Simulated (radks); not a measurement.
All-electron atom: the helium ion He+ in 1s1. Method: scalar-relativistic Kohn-Sham, LDA (Slater exchange, Perdew-Wang correlation), spin-polarised, spherical densities, finite nucleus; open shells are filled with parallel spins first; Gaussian nuclear charge, rms radius 1.6755 fm; computed with a radial shooting solver on a logarithmic mesh with Libxc functionals.

Normalised radial functions P(r) = r R(r), r in bohr:

r	1s up
0.02713	0.1432
0.03158	0.1652
0.03677	0.1903
0.0428	0.2189
0.04983	0.2513
0.05801	0.2877
0.06753	0.3286
0.07862	0.3741
0.09153	0.4244
0.1066	0.4794
0.124	0.5388
0.1444	0.6021
0.1681	0.6683
0.1957	0.7361
0.2278	0.8034
0.2652	0.8678
0.3088	0.9259
0.3595	0.9742
0.4185	1.0084
0.4872	1.0242
0.5672	1.0179
0.6656	0.9842
0.7748	0.9249
0.902	0.8401
1.05	0.7337
1.222	0.6122
1.423	0.4845
1.657	0.3606
1.929	0.2501
2.245	0.1598
2.614	0.0929
3.043	0.0485

1s up: eigenvalue -41.103 eV, 0 radial nodes, <r> = 0.772 bohr, 90 % of the charge inside 1.38 bohr.
